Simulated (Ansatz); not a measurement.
Basis-set extrapolation for CH$_{7}$AlOSSi, SMILES `[AlH2][O]CS[SiH3]` (PBE0-D4/def2-TZVP geometry, frozen core, the Gaussian-basis code of Ansatz). Multiplicity 1, RHF reference.

|  | def2-TZVPP | def2-QZVPP |
| --- | --- | --- |
| HF | -1045.316437 | -1045.349642 |
| MP2 correlation | -0.799013 | -0.860983 |
| CCSD(T) correlation | -0.891058 | not run |

Energies in hartree. Use E(X) = E(∞) + A·exp(−7.88·√X) for Hartree–Fock and E(X) = E(∞) + B·X^(−2.97) for correlation, with X = 3 and 4, and add CCSD(T) minus MP2 of the smaller set to the MP2 limit.

What is the CCSD(T) energy at the basis-set limit?

HF limit: -1045.349642 + (-0.033205) × 0.13774 = -1045.35422. MP2 limit: -0.860983 + (-0.061970) × 0.74074 = -0.90689. Higher-order term: -0.891058 − (-0.799013) = -0.09205. Total: -1046.35316 hartree, 91.4 kcal/mol below CCSD(T)/def2-TZVPP.
